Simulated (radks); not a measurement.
Results of a calculation; reference values are marked as such.
Ionisation of the technetium ion Tc+, [Kr] 4d5 5s1, to Tc2+, [Kr] 4d5, under several functionals. Scalar-relativistic Kohn-Sham, spin-polarised, spherical densities, finite nucleus; open shells are filled with parallel spins first (spin-orbit coupling, left out, can overturn this in heavy ions); a radial shooting solver on a logarithmic mesh with Libxc functionals. Known Delta-SCF values: exchange-only LDA 15.306 eV; PW91 15.683 eV. What does BLYP give, and what is its highest occupied eigenvalue?

Answer. 15.438 eV by Delta-SCF; the 5s eigenvalue is -11.952 eV. NIST: 15.260 eV (semi-empirical).
